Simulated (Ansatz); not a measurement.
A nudged elastic band was laid between two geometries of CH4F2OSi + FH (11 atoms, charge 0, multiplicity 1).

The calculation used RKS B3LYP-D4/cc-pVDZ in Ansatz 0.2.0.

| Item | Value |
| --- | --- |
| movable images | 6 |
| climbing image | no |
| spring | 5.0 eV/Å² |
| optimiser | quadratic models (default) |
| start path | through a guess of the saddle point |
| force threshold | 0.05 eV/Å |
| iteration limit | 60 |
| end points | relaxed |

Initial state:

```xyz
11
Properties=species:S:1:pos:R:3
Si -0.306 0.619 1.103
O -0.017 -0.519 -0.093
C -0.424 -0.343 -1.462
F -1.829 1.171 0.867
F 0.648 1.925 0.901
H -0.175 0.029 2.438
H 1.524 -1.043 0.497
F 2.158 -0.910 1.183
H -0.473 -1.338 -1.924
H -1.416 0.132 -1.510
H 0.310 0.278 -2.001
```

Final state:

```xyz
11
Properties=species:S:1:pos:R:3
Si -0.011 0.432 1.726
O 0.649 0.200 -0.761
C -0.293 -0.376 -1.664
F -1.431 0.287 0.934
F 0.793 1.805 1.392
H -0.369 0.497 3.156
H 1.391 -0.415 -0.663
F 0.935 -0.898 1.582
H -0.658 -1.358 -1.315
H -1.147 0.311 -1.712
H 0.139 -0.484 -2.675
```

**Question.** What changes between the two ends?

**Answer.** Bonds broken: Si1–O2, H7–F8. Bonds formed: Si1–F8, O2–H7. CH4F2OSi + FH becomes CH4O + F3HSi.

**Question.** Give the energies along the band, and the barrier.

**Answer.** The forces met the threshold. The highest image is number 3 of 0 to 7, 0.277 eV above the first end and 0.553 eV above the last; the last end lies 0.276 eV below the first. No image climbed, so the highest image needn't sit at the top of the path. A band with more images between the same ends climbed to 0.49 eV, so this one has probably stepped over the top. The orbitals stay closed-shell, which can raise the energy where a bond breaks towards radicals; this wasn't checked here.

| image | path coordinate (Å) | energy (eV) | Si1–O2 (Å) | H7–F8 (Å) | Si1–F8 (Å) |
| --- | --- | --- | --- | --- | --- |
| 0 | 0.00 | 0.000 | 1.68 | 0.94 | 2.90 |
| 1 | 0.70 | 0.015 | 1.68 | 0.94 | 2.81 |
| 2 | 1.40 | 0.047 | 1.68 | 0.95 | 2.72 |
| 3 | 2.10 | 0.277 | 1.73 | 1.00 | 2.21 |
| 4 | 2.80 | 0.219 | 1.88 | 1.61 | 1.78 |
| 5 | 3.50 | 0.032 | 2.04 | 1.97 | 1.69 |
| 6 | 4.20 | -0.134 | 2.27 | 2.08 | 1.66 |
| 7 | 4.90 | -0.276 | 2.58 | 2.34 | 1.64 |

**Question.** What is the geometry of the highest image?

**Answer.** 
```xyz
11
Properties=species:S:1:pos:R:3
Si -0.108 0.554 1.133
O 0.418 0.053 -0.438
C -0.440 -0.436 -1.479
F -1.539 1.242 0.707
F 0.776 1.812 1.675
H -0.497 -0.425 2.166
H 1.539 -0.555 0.258
F 1.796 -0.567 1.224
H -0.676 -1.500 -1.311
H -1.364 0.155 -1.499
H 0.094 -0.332 -2.436
```

The run took 5.2 min on 2 threads of Arm Neoverse V1 (shared host), peak memory 0.29 GiB.
